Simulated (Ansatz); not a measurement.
Reaction (redistribution): `[SiH3]C=S` + `CNBCBr` → `S=C[SiH2]Br` + `CBNC`

Computed with Ansatz on PBE0-D4/def2-TZVP structures; ΔE is electronic, products minus reactants. CCSD(T)/CBS adds triple-zeta CCSD(T) − MP2 to the extrapolated MP2 energy (def2 sets, frozen cores). Functionals use def2-TZVPP. B3LYP here is the variant with VWN-RPA as its local correlation; programs differ in this. For Br outer-core shells are correlated without core-valence functions, which leaves a few kJ/mol of doubt a bond. Scalar relativity is left out up to krypton. Each species was taken in one conformer, which may not be the lowest.

```csv
level,ΔE (kJ/mol),difference from CCSD(T)/CBS
PBE-D4,-149.1,3.5
PBE0-D4,-154.1,-1.5
B3LYP-D4,-148.2,4.4
ωB97X-V,-150.9,1.7
ωB97M-V,-153.9,-1.3
r2SCAN,-157.2,-4.6
B3LYP,-151.2,1.4
SCS-MP2/def2-TZVPP,-149.2,3.4
CCSD(T)/def2-TZVPP,-146.8,5.8
MP2/def2-QZVPP,-157.7,-5.1
CCSD(T)/CBS,-152.6,0
```

Largest T1 diagnostic among the species: 0.015.

From PBE to PBE0 (25 % exact exchange), in def2-TZVPP and without D4, ΔE moves by −4.8 kJ/mol.
